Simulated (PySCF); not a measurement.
States of one metal complex from SC-NEVPT2 in the d shell, PySCF, above the ground state:

| 2S+1 | degeneracy | energy / cm⁻¹ | f (electric dipole) |
| --- | --- | --- | --- |
| 3 | 1 | 0 | – |
| 3 | 2 | 5537 | 1.6e-04 |
| 1 | 1 | 8072 | – |
| 1 | 1 | 10972 | – |
| 3 | 1 | 12505 | 8.8e-04 |
| 3 | 1 | 13793 | 0 |
| 3 | 2 | 15180 | 1.6e-03 |
| 1 | 2 | 15880 | – |
| 3 | 1 | 19448 | 1.5e-03 |
| 1 | 1 | 21220 | – |
| 1 | 1 | 21894 | – |
| 3 | 2 | 22110 | 2.7e-03 |

Q: Which of these complexes, all computed at model or optimised geometries, gave the data?
A. [Ni(H2O)4]2+ (d8, tetrahedral)
B. Ti(SH)2 (d2, linear)
C. [V(SH)4]- (d2, tetrahedral)
D. [TiBr5]3- (d2, square pyramidal)

A: C. [V(SH)4]- (d2, tetrahedral) has 3B (from 3A2), then 3E (from 3T2) at 5537, 1A (from 1E) at 8072 cm⁻¹ (NEVPT2). The others: [TiBr5]3- (d2, square pyramidal) has 3E, then 3A2 at 278, 3B2 at 1864 cm⁻¹ (NEVPT2); Ti(SH)2 (d2, linear) has 3Bg, then 3Ag at 241, 3Ag at 957 cm⁻¹ (NEVPT2); [Ni(H2O)4]2+ (d8, tetrahedral) has 3E (from 3T1), then 3A2 (from 3T1) at 934, 3B2 (from 3T2) at 2138 cm⁻¹ (NEVPT2).

On [V(SH)4]-: NEVPT2 on the d shell alone tends to put d–d bands too high for such charged or covalently bound ions.
